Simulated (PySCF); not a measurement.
## Computed vibrations of [Y(BH4)2]+

[Y(BH4)2]+ (singlet). PySCF 2.14.0, RKS PBE0, Y def2-SVP with ECP28, B def2-SVP, H def2-SVP; non-relativistic Hamiltonian with scalar-relativistic core potentials where named; density fitting; no spin-orbit coupling. Central differences of gradients.

```xyz
11

Y     0.0000    0.0000   -0.2906
B     2.0358   -0.0313    0.8691
H     3.0338   -0.0400    1.5293
H     1.2189   -0.9657    1.1531
H     2.1953   -0.1217   -0.3804
H     1.3251    1.0152    1.0197
B    -2.0358    0.0314    0.8691
H    -3.0338    0.0402    1.5293
H    -1.2189    0.9658    1.1530
H    -2.1953    0.1217   -0.3804
H    -1.3252   -1.0151    1.0197
```

Run from Python with OMP_NUM_THREADS=2. Where DIIS fails, smearing, a level shift and second-order steps follow.
It took 89 s on 2 threads of Arm Neoverse V1 (shared host).

(1) What are the harmonic wavenumbers and infrared intensities?

(2) Is this a minimum?

Answers

(1) Modes are labelled in C2; negative numbers are unstable modes, those under 60 cm⁻¹ near the noise; a finer grid moves soft modes by up to 10 cm⁻¹.
```csv
cm⁻¹,km/mol,symmetry
-44,–,a
122,8.8,a
145,0.5,b
573,11.2,a
577,64.6,b
621,22.2,b
651,0.0,a
658,0.1,b
663,0.1,a
1071,0.9,a
1079,11.3,b
1084,7.2,a
1103,22.4,b
1236,200.9,b
1253,56.8,a
1279,233.8,b
1289,19.1,a
1292,9.2,b
1298,0.0,a
2173,0.4,a
2176,141.4,b
2191,355.3,b
2192,5.6,a
2239,7.3,b
2242,208.2,a
2723,24.2,b
2723,8.9,a
```

(2) Probably not: 1 unstable, though so soft as to be near the noise; the lowest moves the atoms so:
```
Y    0.00  0.00 -0.01
B   -0.01  0.02  0.02
H   -0.02  0.06  0.02
H   -0.17  0.25  0.30
H   -0.02 -0.39  0.04
H    0.16  0.19 -0.31
B    0.01 -0.02  0.02
H    0.02 -0.06  0.02
H    0.17 -0.25  0.30
H    0.02  0.39  0.04
H   -0.16 -0.19 -0.31
```
